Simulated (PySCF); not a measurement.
A structure optimised at PBE-D3(BJ)/def2-SVP, used in a PySCF frequency run:

```
Ge
F 1 1.7219
F 1 1.7313 2 108.61
F 1 1.7313 2 108.61 3 115.07
O 1 1.7553 2 107.84 3 -122.46
H 5 0.9774 1 111.07 2 -180.00
```
Charge 0, spin multiplicity 1.

Task: Write its SMILES, formula and point group.

Result: [OH][Ge]([F])([F])[F], F3GeHO, Cs

Task: What are its rotational constants (standard atomic weights)?

Result: 3.4412, 3.3561, 3.3289 GHz
